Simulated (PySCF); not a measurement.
Species: C3H5F2OS (charge -1).
SMILES: `FC(F)OCC[S-]`

The closed-shell SCF was solved with PySCF and density fitting under several settings on one GFN2-xTB geometry (grid level 2 and gas phase unless stated).

```csv
settings,basis functions,SCF cycles,E (Eh),HOMO (eV),LUMO (eV)
"KT2/3-21G, start guess atom, level shift 0.3 Eh",77,13,-795.0544,1.41,6.57
"PBE0/pcSseg-1, IEF-PCM chloroform, grid level 4",151,14,-789.9385,-3.91,2.75
"KT3/6-311+G(2d,p), energy threshold 1e-07 Eh",227,11,-798.6758,0.46,2.82
"PBE0/aug-pcSseg-1, energy threshold 1e-06 Eh",234,8,-789.8981,-0.62,2.63
```

Task: Estimate the row for these settings: BP86/6-31G, energy threshold 1e-06 Eh.

Result: 
```
                             settings  basis functions  SCF cycles     E (Eh)  HOMO (eV)  LUMO (eV)
BP86/6-31G, energy threshold 1e-06 Eh               77           8  -790.3509       1.06       5.96
```

Task: Over all rows, what range does the HOMO–LUMO gap span?

Result: From 2.36 eV (KT3/6-311+G(2d,p), energy threshold 1e-07 Eh) to 6.66 eV (PBE0/pcSseg-1, IEF-PCM chloroform, grid level 4). The functional of the narrowest has no exact exchange, that of the widest 25 % exact exchange.

Whole jobs, the steps after the SCF included, on Arm Neoverse V1, one thread, shared host:

```
                                       settings                                           work after the SCF  wall time  peak memory
KT2/3-21G, start guess atom, level shift 0.3 Eh                      shieldings, charges and field gradients       10 s     0.50 GiB
PBE0/pcSseg-1, IEF-PCM chloroform, grid level 4                                                   shieldings       28 s     0.82 GiB
   KT3/6-311+G(2d,p), energy threshold 1e-07 Eh                           25 singlets by TDA, polarisability       39 s     0.75 GiB
   PBE0/aug-pcSseg-1, energy threshold 1e-06 Eh                      shieldings, charges and field gradients       36 s     0.89 GiB
          BP86/6-31G, energy threshold 1e-06 Eh  25 singlets by TDA, 5 Tamm–Dancoff triplets, polarisability       10 s     0.50 GiB
```

Cycle counts include a coarse-grid stage where the run had one. All basis functions are spherical, in the Pople sets too. KT2 and KT3 were designed for NMR shieldings or shifts; total energies of different functionals aren't comparable. The HOMO energy is positive at BP86/6-31G, KT2/3-21G and KT3/6-311+G(2d,p); such an orbital is held in place by the finite basis. Geometry: GFN2-xTB, one conformer.

Shape of the structure used: `[F:1][CH:2]([F:3])[O:4][CH2:5][CH2:6][S-:7]`: F1–C2–O4–C5 -107°, C2–O4–C5–C6 -60°, O4–C5–C6–S7 83°.
